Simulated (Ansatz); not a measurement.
A nudged elastic band was laid between two geometries of C₂H₈BrNSi (13 atoms, charge 0, multiplicity 1).

Theory: RKS PBE0-D4/def2-SVP in Ansatz.

```json
{
 "movable images": "5",
 "climbing image": "yes",
 "spring": "5.0 eV/Å²",
 "optimiser": "quadratic models (default)",
 "start path": "IDPP",
 "force threshold": "0.03 eV/Å",
 "iteration limit": "60",
 "end points": "relaxed"
}
```

First end point:

```xyz
13
Properties=species:S:1:pos:R:3
N -0.142 2.016 1.262
C -0.558 1.054 0.246
Si 0.489 -0.524 0.200
C -0.071 -1.764 -1.120
Br 0.005 -0.937 -2.883
H -0.150 1.595 2.189
H 0.815 2.323 1.097
H -1.618 0.790 0.407
H -0.535 1.536 -0.745
H 1.921 -0.170 -0.045
H 0.405 -1.207 1.534
H -1.110 -2.092 -0.970
H 0.570 -2.655 -1.158
```

Last end point:

```xyz
13
Properties=species:S:1:pos:R:3
N 0.181 1.878 1.288
C -0.324 1.060 0.197
Si 0.605 -0.583 0.178
C -0.172 -1.785 -1.065
Br -0.184 -0.999 -2.848
H -0.102 1.497 2.188
H -0.188 2.825 1.244
H -1.423 0.883 0.188
H -0.096 1.550 -0.764
H 2.042 -0.385 -0.166
H 0.510 -1.225 1.531
H -1.216 -2.023 -0.818
H 0.388 -2.728 -1.138
```

Q: Which bonds break or form, and what moves?

A: No bond is made or broken. The height of N1 over the plane of its neighbours goes from 0.38 to -0.37 Å.

Q: What energy profile does the band end with?

A: The forces met the threshold. The highest image is number 3 of 0 to 6, 16.2 kJ/mol above the first end and 18.3 kJ/mol above the last; the last end lies 2.1 kJ/mol below the first. A vibrational analysis at the climbing image gives one clearly imaginary mode, 628i cm⁻¹: a first-order saddle point.

```json
{"image": "0", "path coordinate (Å)": "0.00", "energy (kJ/mol)": "0.0", "height of N1 over the plane of its neighbours (Å)": "0.38"}
{"image": "1", "path coordinate (Å)": "0.34", "energy (kJ/mol)": "1.2", "height of N1 over the plane of its neighbours (Å)": "0.37"}
{"image": "2", "path coordinate (Å)": "0.68", "energy (kJ/mol)": "5.0", "height of N1 over the plane of its neighbours (Å)": "0.33"}
{"image": "3", "path coordinate (Å)": "1.02", "energy (kJ/mol)": "16.2", "height of N1 over the plane of its neighbours (Å)": "0.03"}
{"image": "4", "path coordinate (Å)": "1.29", "energy (kJ/mol)": "4.7", "height of N1 over the plane of its neighbours (Å)": "-0.25"}
{"image": "5", "path coordinate (Å)": "1.56", "energy (kJ/mol)": "-1.4", "height of N1 over the plane of its neighbours (Å)": "-0.36"}
{"image": "6", "path coordinate (Å)": "1.83", "energy (kJ/mol)": "-2.1", "height of N1 over the plane of its neighbours (Å)": "-0.37"}
```

Q: What is the geometry of the highest image?

A: 
```xyz
13
Properties=species:S:1:pos:R:3:forces:R:3
N 0.013 1.869 1.316 -0.01 -0.02 -0.01
C -0.434 1.058 0.221 0.00 0.00 0.00
Si 0.517 -0.575 0.182 0.00 -0.01 0.00
C -0.176 -1.795 -1.094 0.00 0.00 0.00
Br -0.136 -0.994 -2.870 0.00 0.00 -0.01
H 0.052 1.500 2.251 0.01 0.01 0.01
H 0.376 2.795 1.165 0.00 0.00 0.01
H -1.532 0.881 0.204 0.00 0.00 0.00
H -0.217 1.571 -0.731 0.00 0.00 0.00
H 1.961 -0.330 -0.112 0.00 0.00 0.00
H 0.412 -1.232 1.527 0.00 0.00 0.00
H -1.224 -2.058 -0.891 0.00 0.00 0.00
H 0.408 -2.724 -1.152 0.00 0.00 0.00
```

Q: What are the harmonic wavenumbers there?

A: 628i, 66, 83, 121, 161, 207, 310, 462, 539, 605, 691, 742, 769, 830, 861, 937, 1018, 1069, 1144, 1161, 1278, 1297, 1401, 1442, 1597, 2197, 2241, 2965, 3108, 3111, 3186, 3682, 3812 cm⁻¹.

Run time: 2.3 min on 2 threads of Intel(R) Xeon(R) Platinum 8488C (Sapphire Rapids), with other jobs on the host, peak memory 0.38 GiB.
